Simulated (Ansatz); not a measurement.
Ansatz (a program for electronic structure) input (CCSD(T)/6-31G**): A basis named .json is the Basis Set Exchange file of that set (core-valence sets with the plain set on hydrogen).

Ansatz 0.2 input:
```yaml
crystal:
  periodic: [false, false, false]
  atoms:
    - {symbol: F, position_ang: [-1.02012856, -0.25279695, 0.03047619]}
    - {symbol: C, position_ang: [-0.03126398, 0.59606588, 0.00107136]}
    - {symbol: F, position_ang: [1.04097121, -0.14458031, -0.03119043]}
basis:
  gaussian:
    orbitals: 6-31G__.json
magnetization: {spin_polarized: false}
correlation: {method: ccsd_t, electrons: outside_noble_gas}
output: {forces: true}
```

Output:

```
Functional definition: HF
integrals: 0.01 GiB planned
396 factors; integrals over basis functions are off by at most 7.7e-4 eV
mean field: 0.07 GiB planned
mean field evaluation 1: about -6438.2369 eV, gradient 2.9e1 eV
mean field evaluation 2: about -6438.2465 eV, gradient 2.9e1 eV
mean field evaluation 4: about -6439.8120 eV, gradient 2.6e0 eV
mean field evaluation 8: about -6439.8420 eV, gradient 2.1e-4 eV
mean field evaluation 16: about -6439.8277 eV, gradient 1.8e-1 eV
mean field -6439.84195870 eV, -236.6598269006 hartree, gradient 3.9e-6 eV, S^2 0.000000; 0 other end points of the search recorded, 0 dependent functions left out; unrestricted orbitals would lower it
3 core orbitals not correlated
reference -6439.84195870 eV, -236.6598269006 hartree; 9, 9 occupied and 33, 33 virtual orbitals, 396 factors
densities: 0.08 GiB planned
second order -12.28622649 eV of doubles, -0.00000000 eV of singles
coupled cluster: 0.08 GiB planned
cycle   1  -12.13952184 eV  change    1.5e-1 eV  update   1.0e-1
cycle   2  -12.51483752 eV  change   -3.8e-1 eV  update   3.3e-2
cycle   3  -12.62444756 eV  change   -1.1e-1 eV  update   1.9e-2
cycle   4  -12.61474354 eV  change    9.7e-3 eV  update   4.0e-3
cycle   5  -12.61292825 eV  change    1.8e-3 eV  update   1.4e-3
cycle   6  -12.61349748 eV  change   -5.7e-4 eV  update   3.2e-4
cycle   7  -12.61329369 eV  change    2.0e-4 eV  update   9.2e-5
cycle   8  -12.61332630 eV  change   -3.3e-5 eV  update   2.5e-5
cycle   9  -12.61334955 eV  change   -2.3e-5 eV  update   8.4e-6
cycle  10  -12.61334612 eV  change    3.4e-6 eV  update   2.8e-6
perturbative correction -0.34060084 eV, -0.0125168500 hartree
the calculation of the forces begins
Total energy: -6452.79590566 eV, -237.1358756708 hartree
Atom 0 at    -1.020129    -0.252797     0.030476 Å, force    -0.514593    -0.508649     0.015287 eV/Å
Atom 1 at    -0.031264     0.596066     0.001071 Å, force    -0.050385     0.960617     0.001727 eV/Å
Atom 2 at     1.040971    -0.144580    -0.031190 Å, force     0.564978    -0.451967    -0.017013 eV/Å
Dipole moment:     0.005446    -0.103839    -0.000187 e Å
```
